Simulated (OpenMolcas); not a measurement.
Au⁴⁺.

```
Program             : OpenMolcas
Basis               : ANO-RCC-VTZP [8s7p5d3f1g]
Scalar Hamiltonian  : DKH2, point nucleus
Active space        : 7 electrons in 5 orbitals (5d)
State averaging     : 2S+1 = 4 even, 10 roots; 2S+1 = 2 even, 40 roots
Spin-orbit coupling : RASSI with atomic mean-field integrals over the reference wave functions, term energies averaged over their components
```

Two sets of levels on these reference wave functions, in eV above 5d⁷ ⁴F_9/2: one from CASSCF and one from MS-CASPT2, IPEA 0.25 Eh, imaginary shift 0.1 Eh (closed shells correlated: 5s 5p).

```json
{"Level": "5d⁷ ⁴F_9/2", "Set 1": "0.0000", "Set 2": "0.0000"}
{"Level": "5d⁷ ⁴F_7/2", "Set 1": "1.492", "Set 2": "1.518"}
{"Level": "5d⁷ ⁴P_5/2 [72 %]", "Set 1": "2.849", "Set 2": "2.566"}
{"Level": "5d⁷ ²G_9/2 [55 %]", "Set 1": "2.908", "Set 2": "2.745"}
{"Level": "5d⁷ ⁴P_1/2 [65 %]", "Set 1": "3.407", "Set 2": "3.034"}
{"Level": "5d⁷ ²H_11/2", "Set 1": "3.843", "Set 2": "3.626"}
{"Level": "5d⁷ ²G_7/2", "Set 1": "4.024", "Set 2": "3.763"}
{"Level": "5d⁷ ²D_5/2(1) [67 %]", "Set 1": "4.695", "Set 2": "4.407"}
{"Level": "5d⁷ ²P_1/2 [65 %]", "Set 1": "5.406", "Set 2": "5.022"}
{"Level": "5d⁷ ²H_9/2 [70 %]", "Set 1": "5.443", "Set 2": "5.237"}
{"Level": "5d⁷ ²F_5/2", "Set 1": "5.540", "Set 2": "4.819"}
{"Level": "5d⁷ ²F_7/2", "Set 1": "6.534", "Set 2": "5.903"}
{"Level": "5d⁷ ²D_3/2(2) [68 %]", "Set 1": "8.791", "Set 2": "8.038"}
{"Level": "5d⁷ ²D_5/2(2)", "Set 1": "9.357", "Set 2": "8.413"}
```

Q: Which set is which?

A: Set 2 is MS-CASPT2. Its levels of the other terms of 5d⁷ lie at 0.87 to 0.96 of the other set's values, as expected, since terms of lower spin or lower L gain more correlation energy than the Hund ground term.

CASPT2 does not keep the components of a term degenerate, so their means are used; among the terms shown or strongly mixed into the levels shown the widest spread is 960 cm-1 (5d⁷ ⁴F, MS-CASPT2). Without dynamic correlation excited terms often stand tens of per cent too high (terms of higher spin than the ground term too low), and those without a measured partner can miss by more than the paired ones (holds for CASSCF). Only configurations of the active space appear. The table leaves out levels that lie high or whose names do not pair safely across all columns.

A share in square brackets marks a mixed level and gives the weight of the term that names it, the lowest over the columns. A number in round brackets counts repeated terms of one configuration in the order of the reference energies.
